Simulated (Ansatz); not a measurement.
This geometry of CH4BNOSi (9 atoms, charge 0, multiplicity 1) is a first-order saddle point.

Theory: Ansatz 0.2.0, RKS PBE0-D4/def2-SVP.

```xyz
9
Properties=species:S:1:pos:R:3
O -0.872 -0.028 -1.995
Si 0.210 -0.775 -0.958
B 0.226 0.183 0.801
C 0.407 1.245 1.778
N -0.149 0.148 2.196
H -1.802 -0.096 -1.763
H 1.546 -0.674 -1.609
H -0.129 -2.223 -0.774
H 0.651 2.175 2.307
```

Task: Which two structures does it join? (They come from a converged band through this point; their orientation in space is the band's.)

Result: No bond is made or broken. The dihedral O1–Si2–B3–N5 goes from -166 to 19°.

Image 0:

```xyz
9
Properties=species:S:1:pos:R:3
O -0.586 0.186 -2.138
Si 0.145 -0.785 -0.989
B 0.297 0.123 0.779
C 0.085 1.050 1.882
N 0.918 0.077 2.085
H -1.404 0.612 -1.870
H 1.489 -1.116 -1.536
H -0.615 -2.060 -0.768
H -0.241 1.867 2.537
```

Image 8:

```xyz
9
Properties=species:S:1:pos:R:3
O -0.478 -0.176 -2.238
Si 0.238 -0.861 -0.892
B 0.095 0.337 0.694
C 0.277 0.944 2.004
N -0.635 1.462 1.241
H -1.280 0.327 -2.070
H 1.659 -1.120 -1.257
H -0.394 -2.168 -0.515
H 0.608 1.208 3.016
```

Task: How far does it lie above each of them?

Result: 0.061 eV above the first and 0.079 eV above the second. This is the barrier of this one path; another mechanism may lie lower.

Time of the run: 88 s on 2 threads of Intel(R) Xeon(R) Platinum 8488C (Sapphire Rapids), with other jobs on the host, peak memory 0.2 GiB.
